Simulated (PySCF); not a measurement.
A PySCF script (with the pyscf-properties extension) for the NMR shieldings of SMILES C#C[C@H](C[SiH3])[Si](F)(P)P, C₄H₁₁FP₂Si₂, on a GFN2-xTB geometry:

```python
import basis_set_exchange as bse
import numpy as np
from pyscf import gto, dft
from pyscf.prop import nmr

atoms = """
C     0.816803   -2.381322   -1.610711
C     0.531781   -1.223048   -1.497157
C     0.159722    0.159209   -1.330119
C     1.281130    0.973356   -0.675496
Si    1.904017    0.301375    0.993028
Si   -1.513813    0.291974   -0.366812
F    -2.627638    0.253935   -1.562626
P    -2.059253   -1.466667    0.954692
P    -1.694548    2.388247    0.442234
H     1.089975   -3.386606   -1.733269
H    -0.042057    0.570087   -2.328312
H     0.922429    1.999419   -0.542906
H     2.124225    1.029589   -1.369298
H     2.556500   -0.992836    0.803414
H     0.768382    0.141877    1.912899
H     2.847672    1.276372    1.540536
H    -0.760896   -1.934410    1.050140
H    -2.333557   -2.273210   -0.137853
H    -2.938231    2.166684    1.006161
H    -1.037792    2.116655    1.629025
"""
names = dict.fromkeys(["C", "Si", "F", "P", "H"], "pcSseg-1")
basis = {el: gto.basis.parse(bse.get_basis(n, elements=[el], fmt="nwchem")) for el, n in names.items()}
mol = gto.M(atom=atoms, basis=basis, charge=0, verbose=0)
mf = dft.RKS(mol, xc="PBE0")
mf.grids.level = 2
mf.grids.alignment = dft.numint.BLKSIZE   # the property module wants whole blocks of grid points
mf.conv_tol = 1e-9
mf.kernel()

calc = nmr.RKS(mf)   # GIAO
C = mf.mo_coeff
Co = C[:, mf.mo_occ > 0]
resp = mf.gen_response(singlet=True, hermi=2)
def vind(x):   # induced exchange potential for any number of trial vectors
    d = np.einsum("pi,xij,qj->xpq", C, 2 * x.reshape(-1, C.shape[1], Co.shape[1]), Co, optimize=True)
    return np.einsum("xpq,pi,qj->xij", resp(d - d.transpose(0, 2, 1)), C, Co, optimize=True).ravel()
mo1, _ = nmr.rhf.solve_mo1(calc, with_cphf=vind)
sigma = calc.kernel(mo1)
for i, s in enumerate(sigma):   # ppm
    w = np.linalg.eigvalsh((s + s.T) / 2)
    print("%2d %-2s iso %8.1f  s11 %8.1f  s22 %8.1f  s33 %8.1f" % (i, mol.atom_pure_symbol(i), w.mean(), *w))
```

Question: What are the results?

Answer: 
```
 0 C  iso    104.5  s11     35.2  s22     41.1  s33    237.2
 1 C  iso     96.8  s11     -4.2  s22      6.2  s33    288.3
 2 C  iso    160.1  s11    151.0  s22    159.6  s33    169.8
 3 C  iso    177.5  s11    163.1  s22    177.7  s33    191.6
 4 Si iso    423.0  s11    398.8  s22    411.1  s33    459.0
 5 Si iso    274.0  s11    243.5  s22    283.5  s33    295.0
 6 F  iso    349.7  s11    313.5  s22    353.3  s33    382.3
 7 P  iso    586.3  s11    512.5  s22    600.2  s33    646.1
 8 P  iso    590.0  s11    530.9  s22    605.9  s33    633.1
 9 H  iso     29.8  s11     24.4  s22     25.0  s33     40.0
10 H  iso     28.8  s11     24.9  s22     26.9  s33     34.6
11 H  iso     30.7  s11     25.1  s22     30.5  s33     36.7
12 H  iso     30.4  s11     25.2  s22     27.9  s33     38.0
13 H  iso     27.5  s11     23.7  s22     26.8  s33     32.0
14 H  iso     28.4  s11     24.8  s22     29.4  s33     31.2
15 H  iso     28.1  s11     24.7  s22     25.0  s33     34.4
16 H  iso     29.7  s11     24.8  s22     28.3  s33     36.1
17 H  iso     29.7  s11     25.1  s22     26.7  s33     37.4
18 H  iso     30.0  s11     25.0  s22     26.8  s33     38.3
19 H  iso     30.6  s11     25.4  s22     29.3  s33     37.2
```

These numbers come from an equivalent density-fitted implementation of the same equations, which agrees with the script to about 0.01 ppm for H and up to a few tenths of a ppm for heavy atoms, so last digits may differ.

Question: Turn these shieldings into chemical shifts. Chemical shifts δ = σref − σ; $^{13}$C (σref 186.93) and $^{29}$Si (σref 349.16) and $^{1}$H (σref 31.72) against TMS; CFCl3 for $^{19}$F (σref 170.95); $^{31}$P (σref 318.38) vs H3PO4, all at this level.

Answer: Averaging equivalent atoms: C 1: 90.2; C 0: 82.4; C 2: 26.8; C 3: 9.4; Si 5: 75.1; Si 4: -73.8; F 6: -178.8; P 7: -267.9; P 8: -271.6; H 13/14/15: 3.72; H 10: 2.91; H 16/17: 1.97; H 9: 1.92; H 18/19: 1.40; H 12: 1.34; H 11: 0.98 ppm. Unscaled 19F shifts against computed CFCl3 carry errors that often reach 10 to 50 ppm. Experimental scales use liquid or dissolved standards, which lie at an offset from isolated H3PO4.

Size and cost of the density-fitted run: 236 basis functions, 2.1 min wall time on 1 thread of an Arm Neoverse N1, shared host; peak memory 1.1 GiB.
